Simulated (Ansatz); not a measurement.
System: SiCl$_{2}$, charge 1, doublet. SiCl2+ (parent SMILES Cl[Si]Cl, doublet).
B3LYP-D3(BJ)/def2-TZVP minimum from Ansatz (a quantum-chemistry and plane-wave program):
```xyz
3

Si    -0.0100     0.0025     0.6773
Cl     1.0963     1.3404    -0.2677
Cl    -1.0881    -1.3424    -0.2901
```
Charge +1, spin multiplicity 2.

Total energies in cc-pV(D+d)Z, 17 correlated electrons, 15 frozen orbitals. Radicals and triplets start from unrestricted determinants; spin-orbit coupling is neglected. Cores are frozen in correlated methods. No relativity. The spin of Cl2Si+ (parent SMILES Cl[Si]Cl, doublet) was assumed, and the state is the lowest solution found for it.

```
method    program  energy (Eh)  minus CCSDT(Q) (mEh)
--------  -------  -----------  --------------------
HF         Ansatz  -1207.69273                379.24
MP2        Ansatz  -1208.02567                 46.30
CCSD       Ansatz  -1208.05743                 14.54
CCSD(T)    Ansatz  -1208.06962                  2.36
CCSDT(Q)   Ansatz  -1208.07198                  0.00
```

Rough core times of Ansatz's runs on a shared machine: CCSD(T) under 20 s, CCSDT(Q) 4 min.
